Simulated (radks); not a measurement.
Effect of the nuclear size on neutral arsenic, [Ar] 3d10 4s2 4p3. Method: Dirac Kohn-Sham, exchange-only LDA, spin-unpolarised, spherical densities, finite nucleus; open shells fill j = l - 1/2 first; Fermi nuclear charge, rms radius 4.0968 fm; computed with a radial shooting solver on a logarithmic mesh with Libxc functionals. The rms radius is varied about that value; shifts are against it.

rms radius (fm)  total energy shift (eV)  density at nucleus (e/bohr^3)  1s1/2 shift (meV)  2s1/2 shift (meV)  3p1/2 shift (meV)  4s1/2 shift (meV)
3.5232                            -0.103                      3.574e+04              -43.7              -4.30              0.064             -0.054
3.8715                           -0.0422                      3.552e+04              -17.9              -1.76              0.026             -0.022
4.0968                                 0                      3.538e+04              0.000              0.000              0.000              0.000
4.3344                            0.0469                      3.525e+04               19.9               1.96             -0.029              0.025
5.0268                             0.197                       3.49e+04               83.9               8.25             -0.122              0.104

Slopes of the eigenvalues against <r^2> in GHz/fm^2, as finite differences over the two radii next to the reference (eigenvalue slopes, not the field-shift constants of lines): 1s1/2 2410, 2s1/2 237, 3p1/2 -3.51, 4s1/2 2.99.
